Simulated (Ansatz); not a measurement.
Single points on W2S4⁻.

```yaml
crystal:
  periodic: [false, false, false]
  atoms:
    - {symbol: W, position_ang: [0.048109, 0.422038, 0.320300]}
    - {symbol: W, position_ang: [-0.150836, -1.805211, -1.108459]}
    - {symbol: S, position_ang: [0.449697, 0.341853, 2.468876]}
    - {symbol: S, position_ang: [-1.968481, -0.766520, -0.256439]}
    - {symbol: S, position_ang: [1.786978, -0.646603, -0.959306]}
    - {symbol: S, position_ang: [-0.165467, 2.454433, -0.464972]}
basis:
  gaussian: {orbitals: def2-TZVPD, initial_orbitals: start.molden}
total_charge: -1
magnetization: {spin_polarized: true, initial_magnetization: 1}
hamiltonian: {xc: pbe}
correlation: {method: rpa}
scf: {omitted_lower_state_checks: [starts]}
```

The file start.molden holds the orbitals of an earlier run on this structure, at another level or in another basis.

```sh
$ ansatz run in.yaml --threads 4 --pin off --events-out ev --progress --plain --max-ram 4787MiB
```

It prints (some lines left out):

```
Functional definition: PBE
1854 factors; integrals over basis functions are off by at most 1.3e-3 eV
mean field evaluation 1: about -46986.4374 eV, gradient 1.1e1 eV
mean field evaluation 2: about -46986.6659 eV, gradient 3.9e-1 eV
mean field evaluation 4: about -46986.6748 eV, gradient 1.1e-1 eV
mean field evaluation 8: about -46986.6778 eV, gradient 1.6e-2 eV
mean field -46986.67789876 eV, -1726.7285640651 hartree, gradient 4.7e-6 eV, S^2 0.802446; 0 other end points of the search recorded, 0 dependent functions left out
20 core orbitals not correlated: weight in the atoms' cores, before any rotation towards them, 1.000 or more for the frozen orbitals, at most 0.000 for the correlated occupied ones
reference -46886.09079894 eV, -1723.0320563271 hartree; 27, 26 occupied and 223, 224 virtual orbitals, 1854 factors
Total energy: -46946.55426751 eV, -1725.2540478137 hartree
Checks for a lower state left out: starts
```

Run time 31 s (4 threads of Arm Neoverse V1 on a shared host), peak host memory 1.1 GiB.

Geometry: PBE-D4/def2-SVPD.

In the def2 sets W takes a core potential; there is no spin–orbit coupling. Correlated methods freeze 20 core orbitals; core or outer-core shells of W are correlated, in sets that lack core-valence functions. No other spin state of charge -1 was run. Another isomer (doublet) lies 0.64 eV lower at PBE0-D4/def2-TZVPD; other spin states weren't run for this one.
